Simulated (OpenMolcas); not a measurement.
V4+ (d1) among equal point charges was computed by CASSCF with the d shell active (OpenMolcas, ANO-RCC-VDZP on the metal). Its lowest spin-free states, and all those of the highest spin:

```tsv
2S+1	Degeneracy	E (cm-1)
2	1	0.0
2	2	1602
2	2	10947
```

Task: Is the site octahedral, tetrahedral or cube-like, axial, or of lower symmetry?

Result: The states with 2S+1 = 2 have orbital degeneracies 1, 2, 2. There are pairs but no triples, so the site is axial: not cubic, but with a proper or improper axis of order three or more. The run had V4+ among 3 point charges of -2 e arranged as a planar triangle (D3h), 1.86 Å from the ion.

Point charges carry no covalency, so the field is a model and not that of real ligands. No measured value stands beside these numbers.
